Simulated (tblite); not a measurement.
Compound: C9H9N3.
Numbering: `[CH3:1][c:2]1[cH:3][cH:4][c:5](-[n:6]2[cH:7][n:8][cH:9][n:10]2)[cH:11][cH:12]1` (hydrogens: H13, H14, H15 on C1; H16 on C3; H17 on C4; H18 on C7; H19 on C9; H20 on C11; H21 on C12)

Computed with GFN2-xTB (tblite), gas phase: L-BFGS steps from a force-field or distance-geometry start until the largest atomic force falls under 0.01 eV/Å.

Step 60: E = -887.8576 eV
```
atom  x, y, z in Å  |  force x, y, z in eV/Å
C1     -3.6112    0.3468    0.3741   -0.005   0.028  -0.022
C2     -2.1293    0.1638    0.2541    0.001  -0.017   0.060
C3     -1.5882   -0.7552   -0.6356    0.017   0.025   0.004
C4     -0.2185   -0.8909   -0.7706   -0.008  -0.016   0.003
C5      0.6341   -0.0995   -0.0109   -0.030  -0.016  -0.052
N6      2.0200   -0.1760   -0.1894    0.011  -0.013  -0.001
C7      2.7254   -0.5865   -1.2691    0.022  -0.016   0.062
N8      4.0093   -0.4652   -1.0426   -0.018   0.035   0.000
C9      4.0592    0.0392    0.2079    0.008  -0.068   0.040
N10     2.8843    0.2288    0.7529   -0.004   0.034  -0.008
C11     0.1082    0.7882    0.9212   -0.003   0.000  -0.003
C12    -1.2610    0.9152    1.0419   -0.001  -0.002   0.024
H13    -4.1423   -0.2914   -0.3268    0.005  -0.036   0.008
H14    -3.8740    1.3810    0.1600   -0.016   0.044   0.010
H15    -3.9570    0.1217    1.3825    0.058  -0.016  -0.009
H16    -2.2470   -1.3701   -1.2327    0.042   0.007   0.004
H17     0.1913   -1.6223   -1.4483   -0.028  -0.011  -0.073
H18     2.2929   -0.9400   -2.1815   -0.013   0.000   0.010
H19     4.9752    0.2511    0.7198   -0.004   0.020  -0.022
H20     0.7846    1.3622    1.5352   -0.014   0.021  -0.034
H21    -1.6649    1.6162    1.7574   -0.018  -0.001   0.000
```

Step 61: E = -887.8587 eV
```
atom  x, y, z in Å  |  force x, y, z in eV/Å
C1     -3.6122    0.3484    0.3740    0.038   0.018  -0.020
C2     -2.1300    0.1625    0.2558    0.024  -0.034   0.031
C3     -1.5878   -0.7535   -0.6374    0.002   0.014   0.009
C4     -0.2180   -0.8907   -0.7737   -0.022  -0.001  -0.010
C5      0.6331   -0.0976   -0.0137   -0.016  -0.030  -0.029
N6      2.0192   -0.1737   -0.1905    0.011   0.001  -0.002
C7      2.7256   -0.5934   -1.2657    0.011  -0.006   0.036
N8      4.0091   -0.4692   -1.0402   -0.012   0.009   0.042
C9      4.0580    0.0416    0.2083    0.007  -0.020   0.001
N10     2.8826    0.2404    0.7492   -0.001  -0.013  -0.015
C11     0.1078    0.7864    0.9229    0.003  -0.015  -0.027
C12    -1.2613    0.9111    1.0456    0.003   0.006   0.023
H13    -4.1416   -0.2908   -0.3278   -0.001  -0.008   0.022
H14    -3.8684    1.3849    0.1601   -0.035   0.012   0.011
H15    -3.9566    0.1230    1.3831    0.045  -0.007  -0.023
H16    -2.2471   -1.3674   -1.2352    0.043   0.011   0.004
H17     0.1909   -1.6203   -1.4562   -0.044   0.023  -0.033
H18     2.2936   -0.9529   -2.1765   -0.007   0.003   0.022
H19     4.9739    0.2594    0.7175    0.000   0.017  -0.015
H20     0.7856    1.3598    1.5365   -0.026   0.013  -0.038
H21    -1.6652    1.6092    1.7635   -0.021   0.007   0.010
```

Step 62: E = -887.8594 eV
```
atom  x, y, z in Å  |  force x, y, z in eV/Å
C1     -3.6117    0.3496    0.3738    0.041   0.006  -0.011
C2     -2.1299    0.1608    0.2575    0.028  -0.016   0.013
C3     -1.5879   -0.7519   -0.6387   -0.003  -0.005   0.010
C4     -0.2185   -0.8901   -0.7763   -0.011   0.007  -0.017
C5      0.6321   -0.0971   -0.0160    0.002  -0.027  -0.010
N6      2.0185   -0.1718   -0.1910    0.009   0.002  -0.002
C7      2.7255   -0.5984   -1.2628    0.010   0.003   0.021
N8      4.0086   -0.4723   -1.0377   -0.001  -0.013   0.050
C9      4.0570    0.0433    0.2087    0.000   0.015  -0.014
N10     2.8814    0.2485    0.7469   -0.002  -0.042  -0.020
C11     0.1074    0.7847    0.9232    0.002  -0.010  -0.025
C12    -1.2614    0.9085    1.0482    0.000  -0.003   0.017
H13    -4.1409   -0.2902   -0.3280   -0.003   0.009   0.025
H14    -3.8647    1.3874    0.1606   -0.041  -0.006   0.007
H15    -3.9555    0.1242    1.3829    0.033  -0.004  -0.021
H16    -2.2465   -1.3657   -1.2369    0.031   0.011  -0.001
H17     0.1896   -1.6179   -1.4618   -0.048   0.031  -0.020
H18     2.2949   -0.9618   -2.1725   -0.011   0.001   0.021
H19     4.9732    0.2654    0.7149    0.006   0.016  -0.002
H20     0.7854    1.3580    1.5364   -0.022   0.011  -0.037
H21    -1.6656    1.6039    1.7682   -0.020   0.013   0.013
```

Task: Estimate the geometry and energy of step 63. (The exact step hangs on the optimiser's Hessian estimate; all steps are aligned on step 62, rigid shifts and turns removed.)

Result: E = -887.8601 eV, largest force 0.062 eV/Å
```
atom  x, y, z in Å  |  force x, y, z in eV/Å
C1     -3.6095    0.3512    0.3733    0.022  -0.001   0.003
C2     -2.1288    0.1586    0.2595    0.014  -0.001  -0.015
C3     -1.5879   -0.7502   -0.6410    0.001  -0.016   0.018
C4     -0.2191   -0.8892   -0.7797    0.001   0.016  -0.020
C5      0.6310   -0.0975   -0.0180    0.017  -0.011   0.014
N6      2.0175   -0.1697   -0.1915    0.009  -0.008  -0.003
C7      2.7251   -0.6052   -1.2590    0.007   0.001  -0.003
N8      4.0078   -0.4767   -1.0342    0.014  -0.028   0.047
C9      4.0556    0.0470    0.2087   -0.005   0.041  -0.025
N10     2.8796    0.2580    0.7440   -0.006  -0.057  -0.023
C11     0.1070    0.7818    0.9240    0.002  -0.005  -0.021
C12    -1.2611    0.9050    1.0517   -0.005  -0.007   0.019
H13    -4.1402   -0.2885   -0.3276   -0.003   0.019   0.020
H14    -3.8601    1.3902    0.1617   -0.040  -0.018   0.000
H15    -3.9532    0.1261    1.3823    0.020  -0.005  -0.007
H16    -2.2455   -1.3627   -1.2407    0.010   0.008  -0.009
H17     0.1875   -1.6137   -1.4693   -0.042   0.028  -0.017
H18     2.2957   -0.9755   -2.1670   -0.006   0.007   0.035
H19     4.9720    0.2754    0.7113    0.010   0.013   0.009
H20     0.7846    1.3555    1.5369   -0.009   0.010  -0.032
H21    -1.6668    1.5973    1.7741   -0.010   0.013   0.009
```

The energy changes by -0.0007 eV. The first-order estimate −F·Δx gives -0.0009 eV and the mean of the old and new forces, exact on a quadratic surface, -0.0007 eV. The step makes an angle of 78° with the force vector and moves no atom by more than 0.015 Å.

What follows is the cost of the whole relaxation. On Arm Neoverse V2, one thread, shared host, this took 0.76 s of wall time.
